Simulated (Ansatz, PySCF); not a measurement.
ClH2NOSW, SMILES [W](=[O])([Cl])([SH])=[NH], multiplicity 1. Atoms are numbered in the order given.

```xyz
7

W      0.1031    -0.1465    -0.0981
O      1.7759    -0.4026     0.1354
N     -0.4983    -1.1643    -1.3976
H     -0.2864    -1.8523    -2.1193
Cl    -0.3157     2.0583    -0.6250
S     -0.9606    -0.8907     1.8740
H     -2.0876    -1.3412     1.2731
```

The structure is a stationary point at B3LYP-D3(BJ)/def2-SVP. The multiplicity is an assumed one; no other spin state was optimised. The structure was generated by enumeration; whether it is a known compound was not checked. The def2 effective core potentials stand for the cores of W; spin–orbit coupling is left out. One conformer was computed; it need not be the lowest.

Two levels are set side by side: PBE-D3(BJ)/def2-SVP (Ansatz, a program for electronic structure) and B3LYP-D3(BJ)/def2-SVP (Ansatz). Each level has its own optimised geometry; the coordinates shown are those of the second. Frequencies come from the Hessian of PySCF at each geometry. Differences are taken from unrounded values.

```tsv
quantity	B3LYP-D3(BJ)
mean bond length (Å)	1.751
bond W1–O2 (Å)	1.708
bond W1–N3 (Å)	1.757
bond W1–Cl5 (Å)	2.305
bond W1–S6 (Å)	2.361
bond N3–H4 (Å)	1.019
bond S6–H7 (Å)	1.354
highest harmonic wavenumber (cm⁻¹)	3595
mean harmonic wavenumber (cm⁻¹)	810
zero-point energy (kcal/mol)	17.36
```

What does PBE-D3(BJ) give, and how far is it from B3LYP-D3(BJ)? (The exact figures need the calculation; the answer reports its results.)


```tsv
quantity	PBE-D3(BJ)	PBE-D3(BJ) minus B3LYP-D3(BJ)
mean bond length (Å)	1.756	0.005
bond W1–O2 (Å)	1.719	0.010
bond W1–N3 (Å)	1.766	0.010
bond W1–Cl5 (Å)	2.303	-0.003
bond W1–S6 (Å)	2.358	-0.003
bond N3–H4 (Å)	1.027	0.008
bond S6–H7 (Å)	1.364	0.010
highest harmonic wavenumber (cm⁻¹)	3513	-82
mean harmonic wavenumber (cm⁻¹)	788	-22
zero-point energy (kcal/mol)	16.90	-0.47
```

GGA bonds tend to be longer and softer than those of functionals with exact exchange. Differences between two approximate levels are no errors against the true value.
